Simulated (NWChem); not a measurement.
Correlation energy of Ga (-1)

```xyz
1

Ga     0.0000     0.0000     0.0000
```
Charge -1, spin multiplicity 3.

The numbers come from NWChem runs, not from measurements.

Basis set: def2-TZVPD. Each correlation energy counts from its own Hartree-Fock reference.

The Hamiltonian is non-relativistic. The correlated methods keep 9 core orbitals frozen. No SCF solution was tested for a lower state. Open-shell Hartree-Fock references start from PBE0 orbitals. No row is a measurement; the coupled-cluster row has its own basis-set and correlation limits.

### Question
Order these methods by the correlation energy they give, lowest first: UMP2, SCS-UMP2, CCSD on UHF, CCSD[T] on UHF.

### Answer
CCSD[T] on UHF (-204.0 mHa), CCSD on UHF (-194.1 mHa), UMP2 (-190.1 mHa), SCS-UMP2 (-174.7 mHa)
